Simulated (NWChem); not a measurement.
## Atomisation of arsine (H$_{3}$As)

```xyz
4

As     0.0010     0.0710     0.0000
H     -0.6467    -0.7723     1.1007
H     -0.6467    -0.7723    -1.1007
H      1.2596    -0.7997     0.0000
```
Charge 0, spin multiplicity 1.

All runs are NWChem calculations. Structure: optimised with B3LYP/def2-SVP, a minimum by its harmonic frequencies.

Basis set: def2-TZVP. The atomisation energy is electronic alone: no zero-point, thermal, spin-orbit or counterpoise terms. No value is extrapolated to the basis-set limit. Free atoms are single determinants with multiplicities As 4, H 2. Correlated methods freeze the same cores in atoms and molecule, 9 orbitals in all.

The Hamiltonian is non-relativistic. The correlated methods keep 9 core orbitals frozen. B3LYP has NWChem's definition, with VWN1-RPA local correlation. The stability of the SCF solutions was not checked. Open-shell Hartree-Fock references start from PBE0 orbitals.

Q: One of these methods gave an atomisation energy of 228.4 kcal/mol. Which?
(A) BP86
(B) B3LYP
(C) MP2
(D) PBE0

A: A, BP86. The others give 222.9 (B3LYP), 199.2 (MP2), 215.1 (PBE0).
